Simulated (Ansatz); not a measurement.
Program: Ansatz 0.2.0.

AsP, SMILES `P#[As]` at its PBE0-D4/def2-TZVP geometry, where that method's forces vanish. Charge 0, multiplicity 1.

| atom | x (Å) | y (Å) | z (Å) |
| --- | --- | --- | --- |
| P1 | -0.844 | -0.146 | 0.504 |
| As2 | 0.844 | 0.146 | -0.504 |

Question: For each bond, give half the difference of the two atoms' forces along it (eV/Å; positive pushes the atoms apart) under PBE-D4, r2SCAN-D4, B3LYP-D4, ωB97M-V in def2-TZVPP. (Estimate.)

Answer: The calculation gave: 
| bond | length (Å) | PBE-D4 | r2SCAN-D4 | B3LYP-D4 | ωB97M-V |
| --- | --- | --- | --- | --- | --- |
| P1–As2 | 1.988 | 0.84 | 0.26 | 0.38 | -0.54 |

B3LYP here is the variant with VWN-RPA as its local correlation; programs differ in this.
